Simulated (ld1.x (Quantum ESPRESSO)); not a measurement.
**What one change does to a pseudopotential (selenium (Se), PAW)**

| Item | Value |
| --- | --- |
| Element | selenium (Se) |
| Generator | ld1.x (Quantum ESPRESSO) 7.5 |
| Type | PAW |
| Functional | LDA (PZ) |
| Relativity | scalar-relativistic |
| Frozen core | [Ar] |
| Valence charge | 16 |
| Reference configuration | 3d10 4s2 4p3 (charge +1) |
| Partial waves | 4s (bound): rcut 1.25, rcutus 1.55 bohr; 4s channel at -0.85 Ry: rcut 1.25, rcutus 1.55 bohr; 4p (bound): rcut 1.40, rcutus 1.55 bohr; 4p channel at 3.5 Ry: rcut 1.40, rcutus 1.55 bohr; 3d (bound): rcut 0.90, rcutus 1.20 bohr; 3d channel at -3.95 Ry: rcut 0.90, rcutus 1.20 bohr |
| Local potential | all-electron potential smoothed inside 1.30 bohr (lloc = -1) |
| Core correction | Bessel-smoothed model core inside 1.20 bohr |
| Augmentation charge | PSQ, inside the norm-conserving radii |

Change: all radii but the core radius scaled by about 0.84 (s 1.30, p 1.30, d 1.00 bohr, rcut 1.04/1.18/0.76); local potential all-electron potential smoothed inside 1.08 bohr (lloc = -1).

Cutoffs: the cutoffs (Ry, on a coarse ladder) from which the occupation-weighted sum of valence levels, in a spherical-Bessel basis at the reference potential, stays within 10 and 1 mRy of its value at 400 Ry; they do not see the model core or the augmentation charge, which bear on the density cutoff. Errors are all-electron minus pseudo energies relative to the spin-unpolarised reference configuration.

Question: Predict the effect on cutoff, ghosts and configuration errors.

Answer: The potential gets harder (110 Ry and 180 Ry → 160 Ry and 260 Ry); a bound ghost appears in p, s, which as a rule spoils a file; of the 9 tests that both files solve, the error grows in 5 and shrinks in 2 by more than 15 % and 0.3 meV (median size 1.9 → 1.3 meV). A smaller radius makes the pseudo-wave follow the all-electron one further in, where it bends more sharply, so more plane waves are needed.

```csv
quantity,base,changed
"cutoff, loose",110 Ry,160 Ry
"cutoff, tight",180 Ry,260 Ry
loose cutoff by channel (10 mRy a level),"s 10 Ry, p 8 Ry, d 70 Ry","s 21 Ry, p 15 Ry, d 100 Ry"
bound ghosts,none,"s, p"
"error for 3d10 4s2 4p4, meV [ΔE -11.01 eV]",+1.9,+1.1
"error for 3d10 4s2 4p2, meV [ΔE 20.56 eV]",-3.5,-4.2
"error for 3d10 4s2 4p1, meV [ΔE 51.71 eV]",-11,-12
"error for 3d10 4s1 4p4, meV [ΔE 11.58 eV]",-0.9,-1.3
"error for 3d10 4s0 4p6, meV [ΔE 11.09 eV]",0.0,-0.4
"error for 3d9 4s2 4p4, meV [ΔE 53.36 eV]",-348,-441
"error for 3d10 4s2 4p0, meV [ΔE 94.29 eV]",-26,-26
"error for 3d10 4s2 4p3 (spin-polarised), meV [ΔE -1.64 eV]",-0.7,-1.1
"error for 3d10 4s2 4p4 (spin-polarised), meV [ΔE -11.60 eV]",+1.8,+0.6
lowest overlap eigenvalue by channel,"s 0.38, p 0.57, d 1.00","s 0.59, p 0.66, d 1.00"
```

 A true bound ghost makes a file unfit for plane-wave use even where its test errors are small: the radial tests pick states by their node count and pass the ghost by.
